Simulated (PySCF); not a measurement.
**EPR parameters of C2H10NSi4**

C2H10NSi4 (doublet state).
Cartesian coordinates in Å at the GFN2-xTB level; atoms count from 1:
```xyz
17
C2H10NSi4 angstrom
Si    -1.3571    1.3876   -0.0282
N     -1.5190   -0.3480   -0.1146
Si    -2.9874   -1.1507   -0.5839
Si    -0.2074   -1.2557    0.6043
C      1.3181   -0.2730    0.2479
C      2.3685    0.2877    0.0183
Si     3.9228    1.2069   -0.3657
H     -2.2753    2.0087   -0.9807
H     -1.5637    1.8629    1.3423
H     -3.7542   -1.5207    0.6109
H     -3.7436   -0.2085   -1.4048
H     -2.6220   -2.3447   -1.3434
H     -0.3930   -1.3722    2.0585
H     -0.1492   -2.5819   -0.0153
H      3.6240    2.6418   -0.4159
H      4.4288    0.7461   -1.6624
H      4.9026    0.9258    0.6883
```

The hyperfine couplings belong to this conformer and change with its torsions.

Identity: `[SiH2]N([SiH3])[SiH2]C#C[SiH3]` [radical].

Computed with UKS B3LYP, pcH-1 on C H N Si, non-relativistic, mean-field spin-orbit, GIAO in PySCF 2.14.0. Geometry: GFN2-xTB, one conformer, isolated molecule. A GFN2-xTB geometry isn't a minimum of the functional, and hyperfine couplings can be far from their values at a DFT geometry, by a factor of two or more for some ions and for spin on atoms past the first row. The SCF solution wasn't tested for stability.

* g1, g2, g3: 2.00146, 2.00229, 2.00393
* g_iso: 2.00256
* Form of g: rhombic: the two nearest values differ by 34 % of g3 − g1
* ⟨S²⟩: 0.7516 (exact 0.7500)
* α and β electrons: 43, 42
* Total energy: -1294.96807 Eh

Hyperfine couplings atom by atom, in MHz; T1 to T3 are the principal values of the dipolar part:

| atom | isotope | a_iso | of which spin–orbit | T1 | T2 | T3 | Mulliken spin population |
| --- | --- | --- | --- | --- | --- | --- | --- |
| Si1 | 29Si | -580.2 | 1.1 | -163.8 | 80.8 | 83.0 | 0.90 |
| N2 | 14N | 10.4 | 0.0 | -3.1 | -3.0 | 6.1 | 0.03 |
| Si3 | 29Si | -28.9 | 0.0 | -3.8 | 1.7 | 2.1 | 0.00 |
| Si4 | 29Si | -16.0 | 0.0 | -2.6 | 1.2 | 1.4 | 0.00 |
| C5 | 13C | 0.3 | 0.0 | -1.1 | 0.1 | 1.0 | -0.03 |
| C6 | 13C | 6.4 | 0.0 | -4.0 | -3.4 | 7.4 | 0.04 |
| Si7 | 29Si | 1.4 | 0.0 | -0.3 | 0.0 | 0.2 | 0.00 |
| H8 | 1H | 46.4 | 0.0 | -9.1 | 0.5 | 8.6 | 0.01 |
| H9 | 1H | 89.4 | 0.0 | -9.2 | 1.3 | 7.9 | 0.03 |
| H10 | 1H | 8.5 | 0.0 | -1.2 | -0.9 | 2.1 | 0.01 |
| H11 | 1H | 5.3 | 0.0 | -1.8 | -1.0 | 2.8 | 0.00 |
| H12 | 1H | 3.3 | 0.0 | -1.1 | -0.8 | 1.9 | 0.00 |
| H13 | 1H | 1.0 | 0.0 | -1.3 | -1.2 | 2.5 | 0.00 |
| H14 | 1H | 2.3 | 0.0 | -1.2 | -0.9 | 2.1 | 0.00 |
| H15 | 1H | 2.6 | 0.0 | -0.9 | -0.7 | 1.6 | 0.00 |
| H16 | 1H | 0.6 | 0.0 | -0.6 | -0.5 | 1.0 | 0.00 |
| H17 | 1H | 0.6 | 0.0 | -0.5 | -0.4 | 0.9 | 0.00 |

The largest Mulliken spin population is on Si1 (+0.90). The angles at Si1 add up to 332.8°, so it is pyramidal.

Axes: g3 points within 11° of the Si1–N2 bond.

Under fast tumbling the dipolar parts average out, and these isotropic splittings remain: 2 × 1H (H8/H9, I = 1/2, 3 lines) with 2.42 mT, 1 × 14N (N2, I = 1, 3 lines) with 0.37 mT, 3 × 1H (H10/H11/H12, I = 1/2, 4 lines) with 0.20 mT, 2 × 1H (H13/H14, I = 1/2, 3 lines) with 0.06 mT and 3 × 1H (H15/H16/H17, I = 1/2, 4 lines) with 0.04 mT.

Nuclei that the bonding pattern makes equivalent are averaged, as if the motion that swaps them (rotation, inversion, ring flip) were fast. The three 1H nuclei of mean +5.7 MHz run from 3.3 to 8.5 MHz in the frozen geometry. The 1H value of +67.9 MHz is a mean of couplings from 46.4 to 89.4 MHz in this one geometry, not an average over conformers.

The 13C coupling of C6 (6.4 MHz) shows only in satellite lines or after enrichment, since that isotope makes up about 1.07 % of natural carbon.

The 29Si coupling of Si1 (-580.2 MHz) shows only in satellite lines or after enrichment, since that isotope makes up about 4.7 % of natural silicon.

Examples of negative spin density at the nucleus (bohr⁻³): Si7 (-0.0016).

The run took 2.3 min (grids of density and orbitals included) on an Arm Neoverse V1 with one thread, shared host, and the process peaked at 1.2 GiB of memory.
